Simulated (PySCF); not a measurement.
Write Cartesian coordinates for `B[PH][PbH3]` as optimised with PBE0-D3(BJ)/def2-SVP.

```xyz
9
BH6PPb angstrom
B      1.8505   -0.0865   -0.3999
P      0.7536   -0.3909    1.0720
Pb    -1.6023   -0.0916    0.0594
H      1.6380   -0.7102   -1.4127
H      2.8312    0.6109   -0.3071
H      0.8967    0.7929    1.8477
H     -2.7356   -0.9893    1.0643
H     -1.5482   -0.7567   -1.5659
H     -2.0220    1.6181    0.0385
```

Any rigid rotation of these coordinates is as good. Atoms count from 1 in this order. P2 (three-coordinate phosphorus) is pyramidal (angles 103.6°, 102.1° and 102.0°, sum 307.8°, 0.79 Å off the plane of its three neighbours). B1 (three-coordinate boron) is planar (angles 120.8°, 120.4° and 118.4°, sum 359.6°, 0.05 Å off the plane of its three neighbours). Pb3 (lead bonded to P and 3 H) is tetrahedral (angles from 106.9° to 111.3°).

Bonds between heavy atoms (Å): B1–P2 1.861, P2–Pb3 2.582.

Method: PySCF 2.14.0, PBE0-D3(BJ)/def2-SVP geometry optimisation, gas phase, def2 core potentials past Kr.

Stationary, but not proved a minimum. One conformer, not necessarily the lowest (H–B1–P2–Pb3 -52° and 135°).
